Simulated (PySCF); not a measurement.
# Working out the excitation energy of F⁺

F⁺ [He] 2s2 2p4 (3P) → F⁺ [He] 2s2 2p3 3s1 (5S). Calculation: PySCF 2.14, in aug-cc-pwCVDZ; no relativity, point nucleus. Frozen: nothing. Energies in hartree (1 hartree = 27.21139 eV):

| part | F⁺ (lower) | F⁺ (upper) |
| --- | --- | --- |
| UHF | -98.801953 | -98.040138 |
| CCSD correlation | -0.156493 | -0.133131 |
| (T) | -0.001407 | -0.001028 |

Task: What does Hartree-Fock give?

Result: (-98.040138) − (-98.801953) = 0.761815 hartree = 20.730 eV.

Task: What do CCSD and CCSD(T) give?

Result: The CCSD correlation energies differ by 0.023362 hartree = 0.636 eV and the triples by 0.000379 hartree = 0.010 eV, so CCSD gives 21.366 eV and CCSD(T) 21.376 eV.

Measured between the centres of the two terms (NIST): 21.862 eV, so CCSD(T) (valence and next inner shell) is off by -0.486 eV.

A double-zeta basis recovers only part of the correlation energy.

What remains against the reference includes basis incompleteness and higher excitations.
